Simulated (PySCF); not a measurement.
Species: C₆H₁₀ClNSi₂.
Structure used (GFN2-xTB), in Å, numbered top down from 1:
```xyz
20
C6H10ClNSi2 angstrom
N     -2.293    3.151    1.807
C     -1.893    2.172    1.357
C     -1.456    0.983    0.773
C     -0.260    0.422    1.018
C      0.108   -0.812    0.287
Si     1.422   -0.370   -1.042
C      2.939    0.408   -0.181
Cl     3.542   -0.729    1.058
C     -1.147   -1.434   -0.347
Si    -2.458   -0.051   -0.448
H      0.456    0.848    1.708
H      0.584   -1.515    0.979
H      1.850   -1.599   -1.711
H      0.881    0.613   -1.986
H      3.761    0.577   -0.872
H      2.723    1.343    0.329
H     -0.925   -1.887   -1.312
H     -1.510   -2.239    0.294
H     -2.555    0.573   -1.770
H     -3.775   -0.443    0.055
```

Probes without a nucleus sit at each ring's centroid and 1 Å off its mean plane on both sides; NICS is minus the shielding there, NICSzz its component along the normal. Level: GIAO PBE0/pcSseg-1 (PySCF, non-relativistic, gas phase) on the GFN2-xTB geometry, one conformer.

Ring bond lengths (Å), with Mayer bond orders in brackets: C3–C4 1.344 (1.75), C4–C5 1.480 (1.06), C5–C9 1.538 (1.01), C9–Si10 1.908 (0.90), Si10–C3 1.888 (0.80).

Question: What do the NICS probes read (ppm)?

Answer: 
```
            ring                                                      type  NICS(0)  NICS(1), two faces  NICS(1)zz, two faces  rms pucker (Å)  centre to ring atoms, mean (Å)
C3–C4–C5–C9–Si10  5-membered ring with Si; formal bonds 1 double, 4 single     -3.1         -3.2 / -3.3           -1.9 / -2.6            0.09                            1.38
```

Question: What do they say, and how far can they be read as aromaticity?

Answer: 
- C3–C4–C5–C9–Si10: mean NICS(1)zz -2.2 ppm, near zero. C5, C9, Si10 have four or more neighbours; no verdict on aromaticity is drawn.

Question: What are the shieldings of the ring atoms and their hydrogens in the same run (means over atoms taken as equivalent)?

Answer: 
```csv
atoms,environment,σ isotropic (ppm),"principal values of the symmetric part, first atom (ppm)"
C3,fully substituted alkene carbon,75.3,"-22.7, 86.4, 162.1"
C4,alkene CH carbon,6.8,"-116.4, -1.3, 138.2"
C5,sp3 carbon bound to silicon,151.0,"132.2, 146.2, 174.7"
C9,sp3 carbon bound to silicon,176.2,"154.1, 174.1, 200.3"
Si10,SiH2 silicon,372.4,"318.0, 371.3, 428.0"
H11,vinylic hydrogen,24.00,"20.7, 22.4, 28.9"
H12,methine hydrogen,28.41,"23.0, 28.3, 33.9"
H17,methylene hydrogen,30.74,"25.3, 29.8, 37.1"
H18,methylene hydrogen,30.08,"24.1, 27.8, 38.4"
H19,Si–H hydrogen,26.88,"23.9, 24.7, 32.0"
H20,Si–H hydrogen,26.86,"23.4, 24.5, 32.7"
```
